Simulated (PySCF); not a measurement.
**Radial density of Pb (lead, neutral)**

M06, [Xe] 4f14 5d10 6s1 6p3, high-spin 5S determinant (an excited configuration). All numbers are calculated (PySCF 2.14, a scalar-relativistic core potential, in aug-cc-pVQZ-PP with ECP60MDF). This is the valence pseudo-density: the core potential removes the inner electrons and smooths the orbitals near the nucleus.

```json
{"r (bohr)": "0.0132", "4πr²ρ (e/bohr)": "1.172e-05", "4πr²(ρα − ρβ)": "0.0000"}
{"r (bohr)": "0.0223", "4πr²ρ (e/bohr)": "2.320e-05", "4πr²(ρα − ρβ)": "0.0000"}
{"r (bohr)": "0.0375", "4πr²ρ (e/bohr)": "3.859e-05", "4πr²(ρα − ρβ)": "0.0000"}
{"r (bohr)": "0.0630", "4πr²ρ (e/bohr)": "7.056e-05", "4πr²(ρα − ρβ)": "0.0000"}
{"r (bohr)": "0.106", "4πr²ρ (e/bohr)": "0.0003042", "4πr²(ρα − ρβ)": "0.0000"}
{"r (bohr)": "0.178", "4πr²ρ (e/bohr)": "0.003438", "4πr²(ρα − ρβ)": "0.0001"}
{"r (bohr)": "0.300", "4πr²ρ (e/bohr)": "0.09361", "4πr²(ρα − ρβ)": "0.0032"}
{"r (bohr)": "0.504", "4πr²ρ (e/bohr)": "3.527", "4πr²(ρα − ρβ)": "0.1248"}
{"r (bohr)": "0.848", "4πr²ρ (e/bohr)": "20.30", "4πr²(ρα − ρβ)": "0.2347"}
{"r (bohr)": "1.43", "4πr²ρ (e/bohr)": "10.11", "4πr²(ρα − ρβ)": "0.4081"}
{"r (bohr)": "2.40", "4πr²ρ (e/bohr)": "2.518", "4πr²(ρα − ρβ)": "1.6640"}
{"r (bohr)": "4.04", "4πr²ρ (e/bohr)": "0.6488", "4πr²(ρα − ρβ)": "0.6409"}
{"r (bohr)": "6.79", "4πr²ρ (e/bohr)": "0.03976", "4πr²(ρα − ρβ)": "0.0397"}
{"r (bohr)": "11.4", "4πr²ρ (e/bohr)": "0.0002961", "4πr²(ρα − ρβ)": "0.0003"}
```

Energies and moments cover only the electrons outside the core potential. Spin-orbit coupling, which splits the p, d and f shells strongly at this Z, is absent. Spin-orbit coupling is strong in this species (close to jj coupling), so the high-spin LS determinant is a model state, not a physical level.
